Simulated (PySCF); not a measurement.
GaH3O3, SMILES [OH][Ga]([OH])[OH]. Coordinates come from a B3LYP-D3(BJ)/def2-SVP optimisation. One conformer was computed; it need not be the lowest.

Q: Give the equilibrium geometry at B3LYP-D3(BJ)/def2-SVP (PySCF confirms it by a frequency run) as Cartesian coordinates in Å, and its point group. (An estimate is asked for; the answer gives what the named calculation found.)

A: Several could match; the one computed here: point group C3h.
```xyz
7

Ga     0.0000     0.0000     0.0000
O     -1.6848    -0.5804     0.0000
H     -2.3302     0.1389     0.0000
O      0.3397     1.7493     0.0000
H      1.2854     1.9486     0.0000
O      1.3451    -1.1689     0.0000
H      1.0448    -2.0875     0.0000
```
Charge 0, spin multiplicity 1.
